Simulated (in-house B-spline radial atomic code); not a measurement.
**TDHF excitations of S⁴⁺**

Method: TDHF. Computed with an all-electron radial atomic-structure program (B-spline basis): linear response of the closed shell [Ne] 3s2 with bare exchange (time-dependent Hartree-Fock); non-relativistic, point nucleus, no spin-orbit coupling, no double excitations, S, P, D and F terms only.

Command:
```bash
python run_td.py task.json out
```
Settings (radii: box in bohr, nucleus in fm):
```
Z                        16
electrons                12
configuration            [Ne] 3s2
hamiltonian              nr
method                   hf
box_radius               19.1
intervals                51
```

Time taken, with all properties: 0.4 s on 1 thread of Arm Neoverse N1 (shared host).

The lowest states, in the order of their Tamm-Dancoff energies; the method's threshold (minus the highest occupied level) is 70.80 eV. Labels give the largest channel, * marks a mixed state, and oscillator strengths are full-response dipole values. Energies in eV:

```
     state  full response  Tamm-Dancoff  oscillator strength
3s → 3p 3P          8.045         8.849                    -
3s → 3p 1P         15.314        15.802                 1.38
3s → 3d 3D         27.632        27.685                    -
3s → 3d 1D          30.46         30.50                    -
3s → 4s 3S          37.19         37.21                    -
3s → 4s 1S          38.64         38.66                    -
3s → 4p 3P          41.81         41.82                    -
3s → 4p 1P          42.45         42.48                  0.1
3s → 4d 3D          47.62         47.63                    -
3s → 4d 1D              ?             ?                    -
3s → 4f 3F          49.25         49.25                    -
3s → 4f 1F              ?             ?                    -
3s → 5s 3S          51.52         51.52                    -
3s → 5s 1S          51.98         51.99                    -
3s → 5p 3P          53.55         53.55                    -
3s → 5p 1P          53.77         53.78               0.0456
```

Where does 3s → 4f 1F lie?

At 49.56 eV in full response, 49.56 eV in Tamm-Dancoff.

Where does 3s → 4d 1D lie?

At 48.05 eV in full response, 48.05 eV in Tamm-Dancoff.

How large is the singlet-triplet splitting of 3s → 3p (P terms) in Tamm-Dancoff?

6.95 eV, from the unrounded values.

What polarisabilities and dispersion coefficient does the method give?

Dipole 4.522 bohr³, quadrupole 6.139 bohr⁵, C6 9.118 hartree·bohr⁶ for two such species.
